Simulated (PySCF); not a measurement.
The vertical singlet excitations below were computed for one of the candidates. The calculation used PySCF, TDDFT CAM-B3LYP/def2-SVPD, vertical, gas phase, core orbitals frozen in the response. Geometries: PBE0-D3(BJ)/def2-SVP, one conformer each.

```json
{"state": "S1", "E (eV)": "3.60", "f": "0.0011"}
{"state": "S2", "E (eV)": "5.89", "f": "0.064"}
{"state": "S3", "E (eV)": "6.35", "f": "0.013"}
{"state": "S4", "E (eV)": "6.48", "f": "0.0096"}
{"state": "S5", "E (eV)": "6.77", "f": "0.012"}
{"state": "S6", "E (eV)": "6.98", "f": "0.024"}
{"state": "S7", "E (eV)": "7.02", "f": "0.393"}
{"state": "S8", "E (eV)": "7.32", "f": "0.017"}
{"state": "S9", "E (eV)": "7.58", "f": "0.0050"}
{"state": "S10", "E (eV)": "7.67", "f": "0.015"}
```

Triplets computed (Tamm–Dancoff): 2.95, 4.17, 5.64, 5.96 eV.

Task: Which structure fits? All have the formula C4H8O2Si.
A. `CC(O[SiH2]C=C)=O`
B. `C=CO[SiH2]C(C)=O`
C. `O=C1OC[C@H]1C[SiH3]`

Result: B. Its S1, at 3.60 eV, is the lowest among the candidates; the nearest of the others has S1 at 5.86 eV. S1 is HOMO-1→LUMO (94%). S1 has the pattern of n→π* at C=O. At the same level the other candidates give, for their lowest levels:
- `C=C[SiH2]OC(C)=O`: 5.86 eV (f 0.001); 6.90 eV (f 0.001); 7.24 eV (f 0.407); 7.38 eV (f 0.009); 7.70 eV (f 0.033); T1 4.21 eV; HOMO -9.42, LUMO 0.55 eV
- `O=C1OC[C@H]1C[SiH3]`: 5.92 eV (f 0.001); 7.86 eV (f 0.035); 7.93 eV (f 0.059); 7.98 eV (f 0.020); 8.44 eV (f 0.005); HOMO -9.63, LUMO 0.72 eV

The values belong to the conformer `[CH2:1]=[CH:2][O:3][SiH2:4][C:5]([CH3:6])=[O:7]`: C1–C2–O3–Si4 -179°, C2–O3–Si4–C5 177°, O3–Si4–C5–C6 -1°.
